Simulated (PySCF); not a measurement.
# One molecule, several mistakes: AlH4NSi2

These are calculations, not measurements. The program is PySCF 2.14.0, an open-source quantum chemistry code, run on an isolated molecule that a program drew, which may never have been made. The molecule is AlH4NSi2 (charge 0, singlet), drawn as the SMILES string `[AlH2][N]=[SiH][SiH]`.

Each row is a Hartree-Fock (HF) and frozen-core CCSD(T) single point in the cc-pV(D+d)Z basis, meant for a local HF minimum. Run 1 is clean. Each other run has one planted mistake out of seven kinds, and not every kind appears here: one electron removed, one electron added, multiplicity raised by two, geometry at a saddle point, minimal basis STO-3G, one bond length entered in bohr, all coordinates scaled. The reference is restricted for singlets and unrestricted otherwise, and also for a bond in bohr. Adding or removing an electron swaps singlet and doublet. Electrons count all cores. HOMO and LUMO are orbital energies over both spins, the gradient is its largest component, and the lowest frequency (negative if imaginary) is given only where the gradient is small. Bond lengths are over the 7 bonds as drawn. T1 is the CCSD diagnostic: over 0.02 (restricted) or 0.045 (unrestricted) a single reference is doubtful.

Geometry of the clean run:
```xyz
8
AlH4NSi2, angstrom
Al   -1.0500    3.6865   -1.1019
N    -0.4549    2.0412   -1.1506
Si    0.0569    0.5621   -1.2549
Si    1.7410   -0.2280    0.2570
H    -2.3104    4.0540   -0.2166
H    -0.3181    4.8249   -1.9243
H    -0.4792   -0.4135   -2.2435
H     2.8190   -0.0086   -0.7854
```

| run | electrons | basis functions | <S^2> | HOMO (eV) | LUMO (eV) | gradient (hartree/bohr) | lowest frequency (cm^-1) | mean bond (Å) | longest bond (Å) | T1 | HF (hartree) | CCSD(T) (hartree) | mistake |
|---|---|---|---|---|---|---|---|---|---|---|---|---|---|
| 1 | 52 | 103 | 0.000 | -8.90 | -0.42 | 3.3e-05 | 56 | 1.6982 | 2.397 | 0.0214 | -876.50671 | -876.97555 | no fault |
| 2 | 52 | 103 | 1.219 | -7.38 | -0.12 | 8.5e-03 | - | 1.8995 | 2.993 | 0.0851 | -876.41044 | -876.86719 | one bond length entered in bohr |
| 3 | 52 | 36 | 0.000 | -4.76 | 5.40 | 3.8e-02 | - | 1.6982 | 2.397 | 0.0204 | -866.15477 | -866.38621 | ? |
| 4 | 51 | 103 | 1.203 | -14.65 | -5.53 | 7.2e-02 | - | 1.6982 | 2.397 | 0.0763 | -876.24452 | -876.66986 | ? |

**Which mistake was planted in run 3, and what did it cost?**

It has 36 basis functions where the clean run has 103, with the same electrons and geometry. So the mistake is: minimal basis STO-3G. Subtracting run 1 and multiplying by 627.51 kcal/mol a hartree, the energy moved by 6495.9 kcal/mol in HF and 6644.9 kcal/mol in CCSD(T).

**Which mistake was planted in run 4, and what did it cost?**

It counts 51 electrons, one fewer than the clean run, at the same geometry and basis. So the mistake is: one electron removed. Subtracting run 1 and multiplying by 627.51 kcal/mol a hartree, the energy moved by 164.5 kcal/mol in HF and 191.8 kcal/mol in CCSD(T).

Cautions from the logs. Run 1: T1 is over the limit, so its CCSD(T) energy is less reliable; run 2: T1 is over the limit, so its CCSD(T) energy is less reliable; run 3: T1 is over the limit, so its CCSD(T) energy is less reliable; run 4: T1 is over the limit, so its CCSD(T) energy is less reliable.
